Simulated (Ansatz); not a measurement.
Input file for Ansatz (a program for electronic structure): R-PBE0/def2-TZVPP on LaCl, 2S+1 = 1, a spin state set in the input, which need not be the lowest. Elements past Kr take the def2 small-core potentials; no spin–orbit coupling.

Ansatz 0.2 input:
```yaml
crystal:
  periodic: [false, false, false]
  atoms:
    - {symbol: La, position_ang: [0.00000000, 0.00000000, 0.00000000]}
    - {symbol: Cl, position_ang: [0.00000000, 0.00000000, 2.93500000]}
basis:
  gaussian:
    orbitals: def2-TZVPP
hamiltonian:
  xc: {name: PBE0}
relax: {f_tol: 0.002, max_steps: 120}
```

Output:

```
WARN ansatz: RAYON_NUM_THREADS=1 ignored (pool sized by the plan → 1); use --threads N
Functional definition: PBE0
integrals: 0.03 GiB planned
662 factors; their error is unknown
mean field: 0.26 GiB planned
mean field evaluation 1: about -13376.0917 eV, gradient 2.1e1 eV
mean field evaluation 2: about -13358.6417 eV, gradient 8.1e1 eV
mean field evaluation 4: about -13377.7876 eV, gradient 2.6e0 eV
mean field evaluation 8: about -13377.8615 eV, gradient 1.2e-1 eV
mean field evaluation 16: about -13377.8618 eV, gradient 3.4e-5 eV
mean field -13377.86180508 eV, -491.6273534962 hartree, gradient 2.9e-5 eV, S^2 0.000000; 1 other end points of the search recorded, 0 dependent functions left out
the calculation of the forces begins
reference -13377.86183503 eV, -491.6273545969 hartree; 14, 14 occupied and 84, 84 virtual orbitals, 662 factors
relax step   1: F+E_penalty+E_count = -13377.86180508 eV  Δ(F+E_penalty+E_count) = +0.000e0 eV  max|allowed force component| = 2.410e0 eV/Å  Δτ_max = 0.0000 Å  (43 SCF iters, accepted)
these checks for a lower state are left out or cut short: starts, cluster_reference, orbital_swaps, neighbouring_geometries, increment
integrals: 0.03 GiB planned
662 factors; their error is unknown
mean field: 0.27 GiB planned
mean field -13378.49351073 eV, -491.6505682507 hartree, gradient 1.2e-5 eV, S^2 0.000000; 0 other end points of the search recorded, 0 dependent functions left out
the calculation of the forces begins
reference -13378.49354183 eV, -491.6505693937 hartree; 14, 14 occupied and 84, 84 virtual orbitals, 662 factors
relax step   2: F+E_penalty+E_count = -13378.49351073 eV  Δ(F+E_penalty+E_count) = -6.317e-1 eV  max|allowed force component| = 7.062e-1 eV/Å  Δτ_max = 0.1763 Å  (41 SCF iters, accepted)
these checks for a lower state are left out or cut short: starts, cluster_reference, orbital_swaps, neighbouring_geometries, increment
integrals: 0.03 GiB planned
662 factors; their error is unknown
mean field: 0.27 GiB planned
mean field evaluation 32: about -13378.3603 eV, gradient 8.1e0 eV
mean field -13378.47024413 eV, -491.6497132190 hartree, gradient 7.5e-6 eV, S^2 0.000000; 0 other end points of the search recorded, 0 dependent functions left out
the calculation of the forces begins
reference -13378.47027490 eV, -491.6497143495 hartree; 14, 14 occupied and 84, 84 virtual orbitals, 662 factors
relax step   3: F+E_penalty+E_count = -13378.47024413 eV  Δ(F+E_penalty+E_count) = +2.327e-2 eV  max|allowed force component| = 1.203e0 eV/Å  Δτ_max = 0.0731 Å  (34 SCF iters, rejected (line search))
these checks for a lower state are left out or cut short: starts, cluster_reference, orbital_swaps, neighbouring_geometries, increment
integrals: 0.03 GiB planned
662 factors; their error is unknown
mean field: 0.27 GiB planned
mean field -13378.51676285 eV, -491.6514227505 hartree, gradient 1.3e-5 eV, S^2 0.000000; 0 other end points of the search recorded, 0 dependent functions left out
the calculation of the forces begins
reference -13378.51679391 eV, -491.6514238917 hartree; 14, 14 occupied and 84, 84 virtual orbitals, 662 factors
relax step   4: F+E_penalty+E_count = -13378.51676285 eV  Δ(F+E_penalty+E_count) = -2.325e-2 eV  max|allowed force component| = 8.768e-2 eV/Å  Δτ_max = 0.0285 Å  (34 SCF iters, accepted)
these checks for a lower state are left out or cut short: starts, cluster_reference, orbital_swaps, neighbouring_geometries, increment
integrals: 0.03 GiB planned
662 factors; their error is unknown
mean field: 0.27 GiB planned
mean field -13378.51707119 eV, -491.6514340815 hartree, gradient 1.1e-5 eV, S^2 0.000000; 0 other end points of the search recorded, 0 dependent functions left out
the calculation of the forces begins
reference -13378.51710222 eV, -491.6514352220 hartree; 14, 14 occupied and 84, 84 virtual orbitals, 662 factors
relax step   5: F+E_penalty+E_count = -13378.51707119 eV  Δ(F+E_penalty+E_count) = -3.083e-4 eV  max|allowed force component| = 1.175e-2 eV/Å  Δτ_max = 0.0040 Å  (37 SCF iters, accepted)
these checks for a lower state are left out or cut short: starts, cluster_reference, orbital_swaps, neighbouring_geometries, increment
integrals: 0.03 GiB planned
662 factors; their error is unknown
mean field: 0.27 GiB planned
mean field -13378.51707669 eV, -491.6514342838 hartree, gradient 3.4e-5 eV, S^2 0.000000; 0 other end points of the search recorded, 0 dependent functions left out
the calculation of the forces begins
reference -13378.51710773 eV, -491.6514354243 hartree; 14, 14 occupied and 84, 84 virtual orbitals, 662 factors
relax step   6: F+E_penalty+E_count = -13378.51707669 eV  Δ(F+E_penalty+E_count) = -5.503e-6 eV  max|allowed force component| = 6.969e-4 eV/Å  Δτ_max = 0.0004 Å  (24 SCF iters, accepted)
integrals: 0.03 GiB planned
662 factors; their error is unknown
mean field: 0.27 GiB planned
mean field evaluation 64: about -13375.4132 eV, gradient 3.3e1 eV
mean field -13378.51707669 eV, -491.6514342838 hartree, gradient 3.4e-5 eV, S^2 0.000000; 1 other end points of the search recorded, 0 dependent functions left out
the calculation of the forces begins
reference -13378.51710773 eV, -491.6514354243 hartree; 14, 14 occupied and 84, 84 virtual orbitals, 662 factors
Total energy: -13378.51710773 eV, -491.6514354243 hartree
Atom 0 at     0.000000    -0.000000     0.208346 Å, force     0.000000     0.000000    -0.000697 eV/Å
Atom 1 at    -0.000000     0.000000     2.726654 Å, force    -0.000000    -0.000000     0.000697 eV/Å
Dipole moment:    -0.000000    -0.000000    -0.653631 e Å
```

The calculation finished and met its thresholds.

Cost: around 18 core-seconds (rough).
